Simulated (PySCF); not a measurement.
# Frontier levels across methods

Compound: tert-butyl acetate, C6H12O2.
SMILES with atom numbers: `[CH3:1][C:2](=[O:3])[O:4][C:5]([CH3:6])([CH3:7])[CH3:8]` (hydrogens: H9, H10, H11 on C1; H12, H13, H14 on C6; H15, H16, H17 on C7; H18, H19, H20 on C8)

Cartesian coordinates in Å at the PBE0-D3(BJ)/def2-SVP level; atoms count from 1:
```xyz
20
C6H12O2 angstrom
C      2.727    0.142   -0.305
C      1.366   -0.392    0.055
O      1.188   -1.417    0.661
O      0.402    0.428   -0.369
C     -1.005    0.148   -0.124
C     -1.708    1.331   -0.772
C     -1.278    0.114    1.375
C     -1.403   -1.155   -0.809
H      3.346   -0.683   -0.681
H      3.206    0.521    0.611
H      2.669    0.951   -1.042
H     -2.797    1.235   -0.660
H     -1.468    1.381   -1.844
H     -1.388    2.273   -0.302
H     -0.778   -0.740    1.848
H     -2.361    0.034    1.551
H     -0.922    1.042    1.847
H     -0.894   -2.012   -0.353
H     -2.490   -1.300   -0.720
H     -1.150   -1.115   -1.879
```

Basis pcSseg-1 throughout (PySCF), one geometry. Isolated species at its PBE0-D3(BJ)/def2-SVP geometry (one conformer only).

**Question.** How do the orbital energies, the gap and the dipole change with the method?

**Answer.** 
```
   method                    kind  HOMO (eV)  LUMO (eV)  gap (eV)  μ (D)  SCF cycles
    B97-D                     GGA      -6.01      -0.58      5.43   1.82          16
      KT3                     GGA      -6.13      -0.60      5.53   1.77          16
      KT2                     GGA      -6.17      -0.62      5.55   1.79          16
      LDA                     LDA      -6.18      -0.91      5.27   1.84          15
    B97-2           global hybrid      -7.36       0.38      7.73   1.86          13
     PBE0           global hybrid      -7.65       0.46      8.11   1.87          14
 mPW1PW91           global hybrid      -7.69       0.43      8.12   1.88          14
CAM-B3LYP  range-separated hybrid      -9.11       1.66     10.77   1.87          13
       HF            Hartree–Fock     -11.74       4.15     15.90   2.02          11
```

The HOMO spans 5.73 eV, from B97-D down to HF, and the gap runs from 5.27 eV (LDA) to 15.90 eV (HF). Over the methods B97-D (0 %), KT3 (0 %), KT2 (0 %), LDA (0 %), B97-2 (21 %), PBE0 (25 %), mPW1PW91 (25 %), HF (100 %), a straight line through the gap against the share of exact exchange rises by 1.05 eV for each 10 % (correlation coefficient 1.000). The dipole ranges from 1.77 D (KT3) to 2.02 D (HF). This basis has no diffuse functions.

The vertical ΔSCF ionisation energy at CAM-B3LYP/def2-SVPD is 10.02 eV; −ε(HOMO) comes closest to it with CAM-B3LYP (9.11 eV).
